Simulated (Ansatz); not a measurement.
A structure relaxed at PBE0-D4/def2-TZVP, charge 0, multiplicity 1:

```xyz
11

C     0.610    1.338   -1.645
O     0.499    0.273   -0.730
As   -1.094    0.162    0.119
Si   -0.389   -1.660    1.464
H     1.542    1.197   -2.198
H     0.653    2.310   -1.136
H    -0.220    1.359   -2.362
H    -0.792    1.154    1.256
H    -0.350   -2.888    0.631
H     0.946   -1.413    2.063
H    -1.404   -1.833    2.538
```

Give its formula and SMILES.

CH7AsOSi, `CO[AsH][SiH3]`.

Summarise the bond lengths by kind.

1 × C–O 1.409 Å; 3 × C–H 1.092 to 1.098 Å; 1 × As–O 1.809 Å; 1 × As–Si 2.372 Å; 1 × As–H 1.539 Å; 3 × H–Si 1.484 to 1.488 Å.

Computed with Ansatz.
